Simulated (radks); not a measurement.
Sr VI, configuration [Ar] 3d(3/2: 4, 5/2: 5) 4s2 4p(1/2: 2, 3/2: 2) (not the ground configuration).

All-electron calculation, Dirac Kohn-Sham, relativistic LDA (MacDonald-Vosko exchange, VWN5 correlation), spin-unpolarised, spherical densities, finite nucleus; Fermi nuclear charge, rms radius 4.224 fm. Program: a radial shooting solver on a logarithmic mesh with Libxc functionals.

Energy parts (eV):
part                       energy
total                  -86023.233
kinetic                 88419.542
electron-nucleus      -205002.572
Hartree                 33141.766
exchange-correlation    -2581.968

Orbitals (lengths in bohr, moments of r in powers of bohr; <r^-3> diverges for s and p1/2; r(90%) holds 90 % of the orbital's charge):
orbital  occ.  eigenvalue (eV)   <1/r>  r(90%)  <r^-3>  small-component weight
1s1/2       2        -15936.49   38.86  0.0703       -                1.90e-02
2s1/2       2        -2238.010   8.755   0.267       -                3.82e-03
2p1/2       2        -2048.277   8.736   0.242       -                3.82e-03
2p3/2       4        -1980.390   8.398   0.247    1704                3.72e-03
3s1/2       2        -414.3286   2.958   0.724       -                9.85e-04
3p1/2       2        -345.0313   2.857   0.738       -                9.37e-04
3p3/2       4        -334.2980   2.776   0.752   272.3                9.09e-04
3d3/2       4        -212.1154   2.575   0.777   37.96                8.02e-04
3d5/2       5        -210.1894   2.554   0.782   36.53                7.94e-04
4s1/2       2        -104.1108   1.096    1.79       -                2.29e-04
4p1/2       2         -84.5134   1.001    1.96       -                1.98e-04
4p3/2       2         -82.8604  0.9811    1.99   42.21                1.93e-04

The highest occupied level is 4p3/2 at -82.860 eV. The electron density at the nucleus is 6.04e+04 e/bohr^3.
